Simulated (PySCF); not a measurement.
Spin–spin coupling constants

Geometry (Å), atoms numbered from 1 in this order:
```xyz
14

N     2.557    0.348    0.476
C     1.215    0.590    0.292
C     0.745    1.883    0.000
C    -0.617    2.123   -0.140
C    -1.554    1.100    0.002
C    -1.079   -0.178    0.290
Br   -2.312   -1.598    0.486
C     0.277   -0.447    0.436
H     3.203    1.022    0.089
H     2.868   -0.610    0.401
H     1.459    2.702   -0.114
H    -0.961    3.135   -0.368
H    -2.622    1.286   -0.109
H     0.611   -1.461    0.665
```

Indirect spin–spin couplings were computed at B3LYP/pcJ-1 (pcSseg-1 on Br) (spin–dipole term only in couplings to heteroatoms) (PySCF) on a PBE0-D3(BJ)/def2-SVP structure, for the isolated molecule, without vibrational or relativistic corrections. Couplings are averaged over pairs made equivalent by symmetry, fast rotation or ring inversion, so a value needn't be that of the named pair in this geometry, while other rotamers aren't included; one pair stands for each set, and the list holds a selection of those of at least 1.5 Hz over up to four bonds.

Isotopes: 13C, 1H, 15N.

| pair | bonds | J (Hz) |
| --- | --- | --- |
| N1, C2 | 1 | ? |
| N1, H9 | 1 | -87.7 |
| C2, C3 | 1 | 67.2 |
| C2, C8 | 1 | 67.0 |
| C3, C4 | 1 | 67.4 |
| C3, H11 | 1 | ? |
| C4, C5 | 1 | 62.1 |
| C4, H12 | 1 | 166.4 |
| C5, C6 | 1 | ? |
| C5, H13 | 1 | 177.7 |
| C6, C8 | 1 | 75.2 |
| C8, H14 | 1 | 168.9 |
| C2, C4 | 2 | 1.5 |
| C2, C6 | 2 | ? |
| C3, C5 | 2 | ? |
| C5, C8 | 2 | ? |
| C5, H12 | 2 | 1.7 |
| C6, H14 | 2 | ? |
| N1, H14 | 3 | -2.3 |
| C2, H12 | 3 | ? |
| C5, H11 | 3 | 8.1 |
| C5, H14 | 3 | 5.5 |
| C8, H11 | 3 | 5.9 |
| C8, H13 | 3 | 6.0 |
| H11, H14 | 4 | 2.3 |
| H13, H14 | 4 | 1.6 |

Problem. Estimate the withheld couplings, with signs.

Solution. 
- 1J(N1,C2) = -15.0 Hz (bond length 1.376 Å)
- 1J(C3,H11) = 164.1 Hz (bond length 1.093 Å, sp2 carbon)
- 1J(C5,C6) = 69.6 Hz (bond length 1.393 Å)
- 2J(C2,C6) = 3.1 Hz (angle at C8 120°)
- 2J(C3,C5) = -1.5 Hz (angle at C4 121°)
- 2J(C5,C8) = 1.6 Hz (angle at C6 122°)
- 2J(C6,H14) = -3.9 Hz (angle at C8 120°)
- 3J(C2,H12) = 10.0 Hz (dihedral angle 180°)

Relativistic effects of the heavier atoms present are left out.
